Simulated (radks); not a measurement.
Results of a calculation; reference values are marked as such.
All-electron atom: neutral cadmium in [Kr] 4d10 5s2.

Code: a radial shooting solver on a logarithmic mesh with Libxc functionals. Model: scalar-relativistic Kohn-Sham, PBE, spin-polarised, spherical densities, point nucleus; hard spherical wall at 7 bohr.

Energy parts (eV):
| part | energy |
|---|---|
| total | -152238.080 |
| kinetic | 158419.370 |
| electron-nucleus | -368108.886 |
| Hartree | 61650.468 |
| exchange-correlation | -4199.032 |

Orbitals (lengths in bohr, moments of r in powers of bohr; r(max) is where P^2 peaks):
1s: occ. 2; eigenvalue (eV) -26525.43; r(max) 0.01968; <r^4> 4.064e-06
2s: occ. 2; eigenvalue (eV) -3937.717; r(max) 0.1112; <r^4> 0.0007173
2p: occ. 6; eigenvalue (eV) -3533.170; r(max) 0.08899; <r^4> 0.0005148
3s: occ. 2; eigenvalue (eV) -733.6328; r(max) 0.3239; <r^4> 0.03299
3p: occ. 6; eigenvalue (eV) -600.9336; r(max) 0.3171; <r^4> 0.03517
3d: occ. 10; eigenvalue (eV) -393.3010; r(max) 0.2658; <r^4> 0.03312
4s: occ. 2; eigenvalue (eV) -105.5782; r(max) 0.7953; <r^4> 1.153
4p: occ. 6; eigenvalue (eV) -66.6267; r(max) 0.8454; <r^4> 1.767
4d: occ. 10; eigenvalue (eV) -11.4009; r(max) 0.9809; <r^4> 8.755
5s: occ. 2; eigenvalue (eV) -5.3327; r(max) 2.333; <r^4> 119.4
5p: occ. 0; eigenvalue (eV) -0.2393; r(max) 3.093; <r^4> 239.9
6s: occ. 0; eigenvalue (eV) 6.2778; r(max) 4.985; <r^4> 540.9
4f: occ. 0; eigenvalue (eV) 9.9961; r(max) 4.715; <r^4> 533.0

The highest occupied level is 5s at -5.333 eV. Summed over all electrons, <r^2> = 48.83 bohr^2, which gives a Langevin (diamagnetic) susceptibility term of -38.7 x 10^-6 cm^3/mol. The pressure on the wall is 0.438 GPa. The density falls to 0.001 e/bohr^3 at r = 4.36 bohr.
